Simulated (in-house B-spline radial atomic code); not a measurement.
Te⁴⁺. Computed with a B-spline radial atomic code. Model: all-electron spherical atom, spin shells full or empty, radial basis limit, no spin-orbit coupling, Breit or QED, empty-state partial waves extrapolated as (l+1/2)^-4, RPA, G0W0 and static COHSEX of the highest shell as one setting changes (uncorrelated shells keep exact exchange).

Empty levels are discrete states of a finite basis, so the steps are uneven.

Given: element Te; charge 4; filled core Kr; hamiltonian one-electron scalar X2C; mean-field start r2SCAN; highest l of empty states 9; nuclear rms radius 4.7423 fm; lowest nl shells left uncorrelated 6; highest mean-field shell 5s; box radius 11.96 bohr.

Shell: 4d 5 5, 5s 1 1 (electrons up and down).

| highest empty level kept (hartree) | RPA correlation energy (hartree) | G0W0 level (eV) | G0W0 minus most complete (meV) | COHSEX level (eV) | linearised minus solved G0W0 (meV) |
| --- | --- | --- | --- | --- | --- |
| 8.33 | -0.85884 | -58.634 | 237.3 | -60.359 | 20.5 |
| 16.67 | -1.0442 | -58.743 | 127.8 | -60.629 | 21.2 |
| 29.17 | ? | ? | ? | ? | ? |
| 50 | -1.2727 | -58.847 | 24.2 | -60.933 | 21.9 |
| 83.33 | -1.3083 | -58.858 | 13.3 | -60.965 | 22 |
| 150 | -1.3275 | -58.867 | 4.3 | -60.994 | 22 |
| 250 | -1.332 | -58.869 | 1.8 | -61.002 | 22.1 |
| 500 | -1.3344 | -58.871 | 0.5 | -61.008 | 22.1 |
| 1000 | -1.335 | -58.871 | 0.2 | -61.01 | 22.1 |
| 2083.3 | -1.3353 | -58.871 | 0 | -61.01 | 22.1 |
| 5000 | ? | ? | ? | ? | ? |
| 16667 | -1.3353 | -58.871 | 0 | -61.011 | 22.1 |

(1) What follows for highest empty level kept = 5000?

(2) What follows for highest empty level kept = 29.17?

## Answers

(1) RPA correlation energy -1.3353 hartree; G0W0 level -58.871 eV; G0W0 minus most complete 0 meV; COHSEX level -61.01 eV; linearised minus solved G0W0 22.1 meV.

(2) RPA correlation energy -1.1898 hartree; G0W0 level -58.811 eV; G0W0 minus most complete 60.3 meV; COHSEX level -60.82 eV; linearised minus solved G0W0 21.7 meV.
